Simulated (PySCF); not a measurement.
SMILES [SeH]CB(O)O, PBE0/def2-SVP optimised geometry.

```
10

O      1.39     0.51     0.00
B      0.03     0.51     0.00
O     -0.64     1.68     0.00
C     -0.82    -0.84     0.02
Se     0.21    -2.43    -0.45
H      1.73    -0.41    -0.02
H     -0.03     2.43     0.01
H     -1.16    -1.03     1.06
H     -1.73    -0.78    -0.59
H      0.38    -2.07    -1.87
```

Density from PBE0/def2-TZVP run with PySCF at that geometry.

Minimum of the electron density along straight lines between bonded atoms, close to the bond critical point (lines longer than 1.1 times the sum of covalent radii, or with two minima, are not listed):

```json
[
 {"bond": "O1–B2", "length / Å": "1.357", "ρ at the minimum / e bohr⁻³": "0.214", "∇²ρ there / e bohr⁻⁵": "0.93", "position (fraction from the first atom)": "0.67"},
 {"bond": "B2–O3", "length / Å": "1.358", "ρ at the minimum / e bohr⁻³": "0.213", "∇²ρ there / e bohr⁻⁵": "0.93", "position (fraction from the first atom)": "0.33"},
 {"bond": "B2–C4", "length / Å": "1.588", "ρ at the minimum / e bohr⁻³": "0.182", "∇²ρ there / e bohr⁻⁵": "-0.28", "position (fraction from the first atom)": "0.33"},
 {"bond": "C4–Se5", "length / Å": "1.960", "ρ at the minimum / e bohr⁻³": "?", "∇²ρ there / e bohr⁻⁵": "?", "position (fraction from the first atom)": "0.48"},
 {"bond": "O1–H6", "length / Å": "0.971", "ρ at the minimum / e bohr⁻³": "0.348", "∇²ρ there / e bohr⁻⁵": "-2.38", "position (fraction from the first atom)": "0.81"},
 {"bond": "O3–H7", "length / Å": "0.964", "ρ at the minimum / e bohr⁻³": "0.357", "∇²ρ there / e bohr⁻⁵": "-2.44", "position (fraction from the first atom)": "0.81"},
 {"bond": "C4–H8", "length / Å": "1.103", "ρ at the minimum / e bohr⁻³": "0.267", "∇²ρ there / e bohr⁻⁵": "-0.88", "position (fraction from the first atom)": "0.64"},
 {"bond": "C4–H9", "length / Å": "1.099", "ρ at the minimum / e bohr⁻³": "0.272", "∇²ρ there / e bohr⁻⁵": "-0.92", "position (fraction from the first atom)": "0.65"},
 {"bond": "Se5–H10", "length / Å": "1.472", "ρ at the minimum / e bohr⁻³": "0.176", "∇²ρ there / e bohr⁻⁵": "?", "position (fraction from the first atom)": "0.63"}
]
```

### Question
Fill in the missing entries.

### Answer

- C4–Se5, ρ at the minimum / e bohr⁻³: 0.145
- C4–Se5, ∇²ρ there / e bohr⁻⁵: -0.16
- Se5–H10, ∇²ρ there / e bohr⁻⁵: -0.32
